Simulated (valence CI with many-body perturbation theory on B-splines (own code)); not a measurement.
## E1 line list for W⁶⁸⁺

Level of theory: relativistic CI+MBPT: four valence electrons over a frozen Dirac-Fock core [He], radial functions for each j: 11 s, 11 p, 10 d, 8 f, 5 g, 2 h, with the one-electron correlation potential Σ1, the two-electron term Σ2, the three-electron term Σ3, Breit, model QED; selected CI, second order for the rest, scaled by the run's own slope (own B-spline code, finite nucleus).

No measured spectrum was set against this ion. As an estimate, large intervals hold to a few tenths of a per cent, small ones and those within an open d or f shell to about a per cent. Among the levels kept, up to 1300 cm⁻¹ of a level comes from second order outside the variational space, and about a tenth of that is noise between levels of different J, which matters for small intervals.

Lines 51 to 100 of 600 in falling wavelength, among levels below 1064.9 Ry, chosen from the strongest by gf and those to the six lowest levels. Wavelengths and rates use the calculated energies. Electric multipoles are in the length gauge, E1 and E2 with the static RPA response of the core. Weak lines are less certain than strong ones. Lines between different terms over intervals too small for the method are left out, as are lines whose strength nearly cancels. The highest levels of a list are the least certain.

Levels are named by their leading jj configuration (3d3/2^4 stands for four electrons in 3d with j = 3/2), which in mixed levels can hold well under half, so a name can repeat and another be missing. Letters in brackets count levels of one name in rising energy.

```tsv
λ vac (nm)	Upper	Lower	A (s⁻¹)	S (a.u.)
2.565	(2s^2 2p1/2 3d3/2) J=1	(2s^2 2p1/2 3p1/2) J=0	5.21e+11	1.30e-02
2.562	(2s 2p1/2 2p3/2 3d3/2) J=2 [b]	(2s 2p1/2 2p3/2 3p1/2) J=2 [b]	5.69e+11	2.36e-02
2.540	(2s 2p3/2^2 3p3/2) J=3 [a]	(2s 2p3/2^2 3s) J=2 [a]	5.36e+11	3.03e-02
2.526	(2p1/2 2p3/2^2 3p3/2) J=1 [a]	(2p1/2 2p3/2^2 3s) J=2 [b]	7.57e+11	1.81e-02
2.519	(2s 2p3/2^2 3d5/2) J=2 [c]	(2p1/2 2p3/2^2 3s) J=1 [a]	2.58e+11	1.02e-02
2.513	(2s 2p3/2^2 3p3/2) J=1 [b]	(2s 2p3/2^2 3s) J=0	8.03e+11	1.89e-02
2.513	(2s 2p1/2 2p3/2 3d3/2) J=1 [b]	(2s 2p1/2 2p3/2 3p1/2) J=2 [b]	8.05e+11	1.89e-02
2.507	(2s 2p1/2 2p3/2 3d3/2) J=2 [a]	(2s 2p1/2 2p3/2 3p1/2) J=2 [a]	4.21e+11	1.64e-02
2.505	(2s^2 2p3/2 3d3/2) J=2	(2s^2 2p3/2 3p1/2) J=2	4.08e+11	1.58e-02
2.505	(2s 2p3/2^2 3d3/2) J=3 [b]	(2s 2p3/2^2 3p1/2) J=2 [b]	7.27e+11	3.95e-02
2.500	(2p1/2 2p3/2^2 3p3/2) J=3 [b]	(2p1/2 2p3/2^2 3s) J=2 [b]	5.26e+11	2.84e-02
2.497	(2p1/2^2 2p3/2 3d3/2) J=2	(2p1/2^2 2p3/2 3p1/2) J=2	3.94e+11	1.51e-02
2.496	(2s^2 2p3/2 3d3/2) J=2	(2s^2 2p3/2 3p1/2) J=1	4.27e+11	1.64e-02
2.494	(2s 2p1/2 2p3/2 3p3/2) J=1 [a]	(2s 2p1/2 2p3/2 3s) J=1 [a]	1.00e+12	2.30e-02
2.493	(2s 2p3/2^2 3d3/2) J=2 [b]	(2s 2p3/2^2 3p1/2) J=1 [b]	5.04e+11	1.93e-02
2.490	(2p1/2^2 2p3/2 3d3/2) J=2	(2p1/2^2 2p3/2 3p1/2) J=1	4.15e+11	1.58e-02
2.489	(2s 2p1/2^2 3p3/2) J=1	(2s 2p1/2^2 3s) J=0	8.55e+11	1.95e-02
2.489	(2s 2p3/2^2 3d3/2) J=3 [a]	(2s 2p3/2^2 3p1/2) J=3	5.00e+11	2.66e-02
2.488	(2s 2p1/2^2 3d3/2) J=1	(2s 2p1/2^2 3p1/2) J=0	5.83e+11	1.33e-02
2.487	(2s 2p1/2 2p3/2 3d3/2) J=2 [c]	(2s 2p1/2 2p3/2 3p1/2) J=1 [b]	5.16e+11	1.96e-02
2.486	(2s 2p3/2^2 3d3/2) J=2 [a]	(2s 2p3/2^2 3p1/2) J=2 [a]	7.04e+11	2.67e-02
2.483	(2p1/2 2p3/2^2 3p3/2) J=2 [a]	(2p1/2 2p3/2^2 3s) J=1 [a]	3.08e+11	1.16e-02
2.478	(2s 2p3/2^2 3d3/2) J=3 [a]	(2s 2p3/2^2 3p1/2) J=2 [a]	3.81e+11	2.00e-02
2.477	(2s 2p3/2^2 3p3/2) J=1 [a]	(2s 2p3/2^2 3s) J=2 [a]	1.32e+12	2.96e-02
2.476	(2p1/2 2p3/2^2 3d3/2) J=2	(2p1/2 2p3/2^2 3p1/2) J=2 [a]	4.34e+11	1.63e-02
2.474	(2s 2p3/2^2 3d3/2) J=4	(2s 2p3/2^2 3p1/2) J=3	8.66e+11	5.82e-02
2.468	(2s 2p3/2^2 3d3/2) J=1 [a]	(2s 2p3/2^2 3p1/2) J=2 [a]	9.48e+11	2.11e-02
2.467	(2s 2p3/2^2 3p3/2) J=0	(2s 2p3/2^2 3s) J=1 [b]	1.27e+12	9.43e-03
2.466	(2s 2p3/2^2 3p3/2) J=3 [b]	(2s 2p3/2^2 3s) J=2 [b]	1.34e+12	6.96e-02
2.464	(2s 2p3/2^2 3d3/2) J=2 [c]	(2s 2p3/2^2 3p1/2) J=2 [b]	3.08e+11	1.14e-02
2.464	(2p1/2^2 2p3/2 3p3/2) J=1	(2p1/2^2 2p3/2 3s) J=1	9.09e+11	2.01e-02
2.463	(2s^2 2p3/2 3d3/2) J=3	(2s^2 2p3/2 3p1/2) J=2	8.75e+11	4.52e-02
2.462	(2s 2p1/2 2p3/2 3d3/2) J=3 [c]	(2s 2p1/2 2p3/2 3p1/2) J=2 [c]	8.69e+11	4.48e-02
2.460	(2s 2p3/2^2 3d5/2) J=2 [c]	(2p1/2 2p3/2^2 3s) J=2 [a]	2.83e+11	1.04e-02
2.457	(2p1/2^2 2p3/2 3d3/2) J=3	(2p1/2^2 2p3/2 3p1/2) J=2	8.53e+11	4.37e-02
2.457	(2s^2 2p3/2 3p3/2) J=1	(2s^2 2p3/2 3s) J=1	1.08e+12	2.38e-02
2.457	(2s 2p1/2 2p3/2 3d3/2) J=3 [a]	(2s 2p1/2 2p3/2 3p1/2) J=2 [a]	7.94e+11	4.06e-02
2.456	(2s 2p1/2 2p3/2 3p3/2) J=2 [b]	(2s 2p1/2 2p3/2 3s) J=2 [b]	8.88e+11	3.24e-02
2.455	(2s 2p3/2^2 3d3/2) J=2 [c]	(2s 2p3/2^2 3p1/2) J=1 [a]	2.88e+11	1.05e-02
2.455	(2s 2p1/2^2 3d3/2) J=2	(2s 2p1/2^2 3p1/2) J=1	8.57e+11	3.13e-02
2.453	(2s^2 2p1/2 3d3/2) J=2	(2s^2 2p1/2 3p1/2) J=1	8.75e+11	3.19e-02
2.453	(2s 2p1/2 2p3/2 3d3/2) J=2 [a]	(2s 2p1/2 2p3/2 3p1/2) J=1 [a]	4.41e+11	1.61e-02
2.452	(2p1/2 2p3/2^2 3p3/2) J=3 [a]	(2p1/2 2p3/2^2 3s) J=2 [a]	1.31e+12	6.67e-02
2.449	(2s 2p1/2 2p3/2 3d3/2) J=4	(2s 2p1/2 2p3/2 3p1/2) J=3	8.53e+11	5.56e-02
2.448	(2p1/2 2p3/2^2 3d3/2) J=3	(2p1/2 2p3/2^2 3p1/2) J=2 [a]	7.68e+11	3.89e-02
2.445	(2p1/2 2p3/2^2 3p3/2) J=3 [b]	(2p1/2 2p3/2^2 3s) J=3	6.83e+11	3.45e-02
2.445	(2p1/2 2p3/2^2 3d3/2) J=1	(2p1/2 2p3/2^2 3p1/2) J=1 [a]	7.27e+11	1.57e-02
2.442	(2s 2p1/2 2p3/2 3p3/2) J=3 [c]	(2s 2p1/2 2p3/2 3s) J=2 [c]	1.17e+12	5.86e-02
2.441	(2s 2p1/2 2p3/2 3d3/2) J=1 [c]	(2s 2p1/2 2p3/2 3p1/2) J=0	5.33e+11	1.15e-02
2.440	(2p1/2 2p3/2^2 3p3/2) J=4	(2p1/2 2p3/2^2 3s) J=3	1.21e+12	7.78e-02
```
